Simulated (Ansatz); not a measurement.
Consider the formal exchange of groups at the As–O bond: `CO[AsH][SiH3]` + `CCCC#N` → `CC[AsH][SiH3]` + `COCC#N`.

Gas-phase electronic energies from Ansatz, PBE0-D4/def2-TZVP geometries. CCSD(T)/CBS is the MP2 limit (def2-TZVPP, def2-QZVPP) plus CCSD(T) − MP2 in def2-TZVPP, frozen cores. This one scheme is used for every species. DFT in def2-TZVPP. For As outer-core shells are correlated without core-valence functions, which leaves a few kJ/mol of doubt a bond. Scalar relativity is left out up to krypton. One conformer a species, not always the lowest.

Problem. Is it downhill or uphill in electronic energy at CCSD(T)/CBS, and by how much? (An estimate is asked.)

Solution. Ansatz gave: Uphill: ΔE = +10.7 kcal/mol.

Problem. What do these levels give: BLYP-D4, PBE0-D4, ωB97M-V, CCSD(T)/def2-SVP, HF/def2-QZVPP, MP2/CBS(def2)? (Estimate.)

Solution. The calculation gave: BLYP-D4 11.8, PBE0-D4 10.1, ωB97M-V 11.2, CCSD(T)/def2-SVP 8.6, HF/def2-QZVPP 12.8, MP2/CBS(def2) 10.8 kcal/mol.

Largest T1 diagnostic among the species: 0.012.

The D4 term adds −0.8 kcal/mol with B3LYP and −0.4 kcal/mol with PBE0; it sums over pairs of atoms, weighted by their polarisabilities, and B3LYP, whose exchange is more repulsive, gets the larger term. Leaving LDA and LC-ωPBE aside and taking each functional with its dispersion term where it has one, the values, not all of them listed here, spread over 2.7 kcal/mol, from HSE06-D4 to B97M-V. LDA lies −1.3 kcal/mol from PBE without D4. At CCSD(T), def2-SVP lies −2.1 kcal/mol from the extrapolated value and def2-TZVPP −0.6 kcal/mol.

B3LYP here is the variant with VWN-RPA as its local correlation; programs differ in this.
